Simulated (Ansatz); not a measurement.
Basis-set extrapolation for C2H2BFO, SMILES `C#CB(O)F` (PBE0-D4/def2-TZVP geometry, frozen core, Ansatz 0.2.0). Multiplicity 1, RHF reference.

```
                      def2-TZVPP   def2-QZVPP
                 HF  -276.077375  -276.089636
    MP2 correlation    -0.873123    -0.942485
CCSD(T) correlation    -0.921398      not run
```

Energies in hartree. Use E(X) = E(∞) + A·exp(−7.88·√X) for Hartree–Fock and E(X) = E(∞) + B·X^(−2.97) for correlation, with X = 3 and 4, and add CCSD(T) minus MP2 of the smaller set to the MP2 limit.

Q: What is the CCSD(T) energy at the basis-set limit?

A: HF limit: -276.089636 + (-0.012261) × 0.13774 = -276.09132. MP2 limit: -0.942485 + (-0.069362) × 0.74074 = -0.99386. Higher-order term: -0.921398 − (-0.873123) = -0.04828. Total: -277.13346 hartree, 353.6 kJ/mol below CCSD(T)/def2-TZVPP.
